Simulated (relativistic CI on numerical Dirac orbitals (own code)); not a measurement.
What each ingredient does to the levels of Hf66+

Base calculation: Dirac-Coulomb-Breit CI, separate exchange-only KLI orbitals for each configuration, model QED (radiative potential, 1s self-energy scaled to tabulated hydrogen-like ionisation energies), unscaled Slater integrals.

Configurations in the expansion (outside the closed core 1s2): 2s2 2p2, 2s 2p3, 2p4, 2p3 3s, 2p3 3p, 2p3 3d, 2s2 2p 3s, 2s2 2p 3p, 2s2 2p 3d, 2s 2p2 3s, 2s 2p2 3p, 2s 2p2 3d, 2s2 2p 4s, 2s2 2p 4p, 2s2 2p 4d, 2s2 2p 4f, 2s2 3s2, 2s 2p2 4s, 2s 2p2 4p, 2s2 3s 3p, 2s 2p2 4d, 2s 2p2 4f, 2s2 3s 3d, 2s2 2p 5s, 2s2 3p2, 2s2 2p 5p, 2s2 2p 5d, 2s2 2p 5f, 2s2 2p 5g, 2s2 3p 3d, 2s 2p 3s2, 2s2 3d2, 2s 2p 3s 3p, 2s 2p 3s 3d, 2s 2p 3p2, 2s 2p 3p 3d. Levels of other configurations are missing.

Variants: (1) valence Slater integrals scaled by 0.9; (2) configuration mixing switched off. Shifts of the energy above 2s2 2p2 3P_0, in eV, for the lowest level and the first level of each name with at least 55 % of one term (blank where a level changes its place among those of its configuration and J or its character, or is not in the variant):

| Level | Base | Δ(1) | Δ(2) |
| --- | --- | --- | --- |
| 2s2 2p2 3P_0 | 0.00 | 0.00 | 0.00 |
| 2s2 2p2 3P_1 | 1243.63 | +2.94 | -1.32 |
| 2s2 2p2 1D_2 | 1261.97 | +0.39 | -1.28 |
| 2s2 2p2 3P_2 | 2528.25 | +2.46 | +3.10 |
| 2s2 2p2 1S_0 | 2588.99 | -2.62 | +5.39 |
| 2s 2p3 3D°_3 | 2793.16 | +3.88 | -2.97 |
| 2s 2p3 3P°_0 | 2853.47 | -0.39 | -3.13 |
| 2s 2p3 1D°_2 | 2885.37 | -4.75 | -2.52 |
| 2s 2p3 3P°_1 | 2889.35 | -4.49 | -2.93 |
| 2p4 3P_2 | 3191.93 | +0.40 | -8.38 |
| 2p4 1S_0 | 3255.97 | -5.29 | -10.79 |
| 2p4 3P_1 | 4450.85 | +2.49 | -4.13 |
| 2p4 1D_2 | 4469.56 | -0.12 | -3.85 |
| 2p4 3P_0 | 5763.18 | -1.09 | -5.41 |

At this charge energies of transitions that change n are usually good to better than 1 %, and those within a shell (Δn = 0) to a few per cent.

Ionisation energy from the two ground configurations alone: base 17279.6 eV. The NIST ASD value (theoretical) is 17280 eV.

LS names give the leading component of a level, which can be under half, so a name can repeat, a term be missing and a line seem to break the LS rules.
